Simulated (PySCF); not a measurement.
Br$_{2}$Ga (SMILES [Br][Ga][Br]), doublet, at a GFN2-xTB geometry (such geometries of metal compounds can be far from the true shape) (the spin is typed, not shown lowest).

The PySCF input:
```python
from pyscf import gto, scf, dft

mol = gto.M(
    atom='''
Ga    0.74424172    0.37193216    0.26857298
Br   -0.64309419    1.40267683   -1.42078963
Br   -0.01609134   -1.73210247    1.18291070
''',
    basis='sto-3g',
    spin=1,
    verbose=4,
)

mf = dft.UKS(mol)
mf.xc = 'b97m_v'
mf.grids.atom_grid = (99, 590)
mf.grids.prune = None
mf.kernel()
```

**Question.** What does this run give for the <S^2>, Mulliken (on the basis functions themselves) charges in atom order, total energy, nuclear repulsion energy, HOMO energy, dipole moment?

**Answer.** 
| Quantity | Value |
|---|---|
| <S^2> | 0.752 |
| Mulliken (on the basis functions themselves) charges in atom order | Ga1 0.13, Br2 -0.07, Br3 -0.07 |
| total energy | -6993.777147 Ha |
| nuclear repulsion energy | 632.3573 Eh |
| HOMO energy | -3.87 eV |
| dipole moment | 0.43 D |

These values belong to the state on which the SCF converged, which isn't shown to be the lowest.
